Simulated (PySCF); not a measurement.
# Orbital energies and ionisation energy

Compound: C2H8Ge.
Structure used (PBE0-D3(BJ)/def2-SVP), in Å, numbered top down from 1:
```
atom  x, y, z in Å
C1     1.5395    0.5648   -0.2069
Ge2    0.1119   -0.7529    0.0755
C3    -1.6356    0.1222    0.1239
H4     2.3300    0.4554    0.5487
H5     1.1352    1.5853   -0.1374
H6     1.9935    0.4415   -1.2003
H7     0.3435   -1.5047    1.4043
H8     0.1284   -1.7992   -1.0601
H9    -2.4401   -0.6141    0.2629
H10   -1.6771    0.8434    0.9536
H11   -1.8184    0.6636   -0.8162
```

Level: B3LYP/def2-SVPD (PySCF). Frontier orbitals with their largest atomic shares (Löwdin; up to four atoms above 4 %):

```json
{"orbital": "HOMO−3", "ε (eV)": "-10.80", "main atoms": "C1 26 %, C3 26 %, H5 14 %, H9 11 %"}
{"orbital": "HOMO−2", "ε (eV)": "-8.63", "main atoms": "Ge2 36 %, H8 23 %, H7 23 %, C1 6 %"}
{"orbital": "HOMO−1", "ε (eV)": "-8.51", "main atoms": "Ge2 30 %, C1 20 %, C3 15 %, H7 12 %"}
{"orbital": "HOMO", "ε (eV)": "-8.34", "main atoms": "?"}
{"orbital": "LUMO", "ε (eV)": "0.24", "main atoms": "Ge2 37 %, C3 13 %, C1 12 %, H10 5 %"}
{"orbital": "LUMO+1", "ε (eV)": "0.61", "main atoms": "Ge2 19 %, C1 17 %, C3 13 %, H8 9 %"}
{"orbital": "LUMO+2", "ε (eV)": "0.88", "main atoms": "Ge2 23 %, H7 15 %, H8 14 %, C1 10 %"}
```

Question: What vertical ionisation energy does ΔSCF give, and how far is −ε(HOMO) from it?

Answer: ΔSCF: 10.64 eV (1026 kJ/mol; threshold wavelength 117 nm); ⟨S²⟩ of the doublet left behind is 0.757, against 0.75 for a pure doublet. −ε(HOMO) is 8.34 eV, 2.30 eV below it. For the exact functional −ε(HOMO) would equal the first vertical ionisation energy; B3LYP (global hybrid, 20 % exact exchange) falls short of its own ΔSCF value by 22 %.

Question: On which atoms does the HOMO lie?

Answer: C3 (sp3 carbon bound to germanium) 30 %, C1 (sp3 carbon bound to germanium) 25 %, Ge2 (germanium bonded to 2 C and 2 H) 23 %, H9 (methyl hydrogen) 6 %, so no atom holds as much as 40 %. The HOMO−1 lies 0.17 eV lower.

Question: How many of the 10 lowest singlet excitations (vertical TDDFT, same level) lie below the ionisation energy?

Answer: All 10; they run from 7.63 to 8.82 eV.

Question: What kinetic energy would electrons from this vertical process carry with 118.2 nm light (10.49 eV)?

Answer: The photon is 0.15 eV short of the vertical value.

Isolated species at its PBE0-D3(BJ)/def2-SVP geometry, gas phase. The calculation is non-relativistic, for germanium too.
